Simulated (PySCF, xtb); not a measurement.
TMEDA (C6H16N2), SMILES CN(C)CCN(C)C.

GFN2-xTB (xtb) at its own geometry gives an orbital gap of 10.13 eV and a dipole moment of 1.11 D.

The structure is a stationary point at B3LYP-D3(BJ)/def2-SVP. The values are those of a single conformer.

Problem. What does ωB97X/def2-SVP in PySCF give? (An estimate is asked for; the answer gives what the named calculation found.)

Solution. gap 11.83 eV (levels -8.25 and 3.58 eV), dipole 0.51 D.
